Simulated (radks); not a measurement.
Spherical quantum dot in the effective-mass picture: electrons in a parabolic well V = omega^2 r^2 / 2 with omega = 0.367, with a point charge +1 (a donor) at the centre, all in effective atomic units (hartree* = m*/eps^2 hartree, bohr* = eps/m* bohr), one dielectric constant everywhere. Calculated with a radial shooting solver with Libxc functionals: non-relativistic Kohn-Sham, LDA (Slater exchange, Perdew-Wang correlation), spin-polarised, spherical densities. Levels are named by radial order and angular momentum (1s, 1p, 1d, 2s, ...), and open shells are averaged over m.

N = 12, configuration 1s2 1p6 1d(up 2, down 0) 2s2. This is the lowest configuration that the search found. Occupied and some empty levels:

| level | occupation | eigenvalue (hartree*) | <r> (bohr*) |
|---|---|---|---|
| 1s up | 1 | 3.4182 | 2.249 |
| 1s down | 1 | 3.4298 | 2.191 |
| 1p up | 3 | 3.6467 | 3.409 |
| 1p down | 3 | 3.6676 | 3.398 |
| 2s up | 1 | 3.7798 | 3.104 |
| 2s down | 1 | 3.7942 | 3.147 |
| 1d up | 2 | 3.8433 | 3.869 |
| 1d down | 0 | 3.8655 | 3.874 |
| 1f up | 0 | 4.0627 | 4.223 |
| 1f down | 0 | 4.0844 | 4.236 |
| 2p up | 0 | 4.1403 | 3.681 |
| 2p down | 0 | 4.1537 | 3.689 |
| 1g up | 0 | 4.3030 | 4.529 |
| 1g down | 0 | 4.3231 | 4.546 |

Energy (hartree*): total 25.1768, kinetic 3.8211, external 4.6802, Hartree 19.835, exchange-correlation -3.1600.
